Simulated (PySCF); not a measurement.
# TiH₄ at several levels of theory

All levels use the PBE0 minimum (singlet; Ti–H 1.693 Å (×4); H–Ti–H 109.5° (×6)), basis [Ti def2-TZVP, H def2-TZVP], no relativity, density fitting, no spin–orbit coupling, PySCF. For vertical energies the ionised species is a doublet (spins chosen at PBE0 and kept) and the electron-attached one a doublet. Atomisation goes to high-spin ground-configuration atoms, without zero-point energy. Open shells are unrestricted, also as the reference of the correlated levels. A dash marks a value that was not computed or is not defined at that level.

| level | atomisation (kJ/mol) | vertical IP (eV) | vertical EA (eV) | −ε(HOMO) (eV) | gap (eV) |
| --- | --- | --- | --- | --- | --- |
| CCSD(T) | ? | ? | ? | – | – |
| HF | 548 | 10.48 | 1.72 | 12.34 | 13.63 |
| MP2 | 914 | 12.18 | 0.89 | – | – |
| PBE0 | 984 | 11.07 | 1.30 | 8.82 | 5.97 |
| PBE | 1068 | 10.80 | 0.99 | 7.43 | 3.14 |
| B3LYP | 1032 | 11.12 | 1.28 | 8.64 | 5.42 |
| r2SCAN | ? | ? | ? | ? | ? |
| wB97X | 1006 | 11.43 | 1.47 | 11.45 | 10.85 |

(1) Fill in the row of CCSD(T).

(2) Fill in the row of r2SCAN.

Answers

(1) atomisation (kJ/mol) 952, vertical IP (eV) 11.18, vertical EA (eV) 1.06.

(2) atomisation (kJ/mol) 1071, vertical IP (eV) 11.02, vertical EA (eV) 1.12, −ε(HOMO) (eV) 7.80, gap (eV) 3.73.

For TiH₄ itself CCSD(T) correlates 16 electrons; T1 = 0.030, D1 = 0.067, (T) = -48 kJ/mol.

Spin contamination in at least one species weakens the values at: CCSD(T), HF, MP2.

Without diffuse functions attachment energies tend to come out too low.

Stability towards spin polarisation was not tested.
